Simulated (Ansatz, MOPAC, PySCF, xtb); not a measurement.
Lewis adduct: AlH3 (SMILES [AlH3]) (first 4 atoms) with AsH3 (SMILES [AsH3]); geometry from B3LYP-D3(BJ)/def2-TZVP, rigid monomers moved along the line of their centres of mass till Al1···As5 is 3.07 Å.
(charge 0, multiplicity 1):
```json
[
 {"atom": "Al", "x (Å)": "0.2822", "y (Å)": "0.6255", "z (Å)": "0.5610"},
 {"atom": "H", "x (Å)": "-0.5405", "y (Å)": "-0.2926", "z (Å)": "-0.4415"},
 {"atom": "H", "x (Å)": "-0.2475", "y (Å)": "2.0913", "z (Å)": "0.8698"},
 {"atom": "H", "x (Å)": "1.8116", "y (Å)": "0.2894", "z (Å)": "0.8303"},
 {"atom": "As", "x (Å)": "-0.7919", "y (Å)": "-0.6569", "z (Å)": "3.1343"},
 {"atom": "H", "x (Å)": "-0.3268", "y (Å)": "-0.1569", "z (Å)": "4.4822"},
 {"atom": "H", "x (Å)": "-0.5728", "y (Å)": "-2.1284", "z (Å)": "3.3984"},
 {"atom": "H", "x (Å)": "-2.2732", "y (Å)": "-0.6353", "z (Å)": "3.4314"}
]
```

Counterpoise-corrected where a basis set is named; no monomer relaxation. Rows marked so take none.

Rows in 6-31G* carry no dispersion term and start afresh at each structure (6-31G* with six Cartesian d functions); the Pople sets are all-electron and without relativity. The state that PM7 reach isn't checked; PM7 holds dispersion and hydrogen-bond terms.

Programs: Ansatz (an electronic-structure program); MOPAC for PM7 (differences of heats of formation); PySCF for 6-31G* rows, the dispersion terms; xtb for the GFN methods. Each number belongs to the level named beside it.

Q: One of these levels gives -695.3 meV for the interaction energy. Which one is it?
(A) PBE-D4/def2-TZVPPD
(B) PM7
(C) HF/6-31G* (no counterpoise)
(D) GFN1-xTB

A: D, GFN1-xTB. The others give -1133.5 (PM7), -411.1 (HF/6-31G* (no counterpoise)), -592.5 (PBE-D4/def2-TZVPPD)
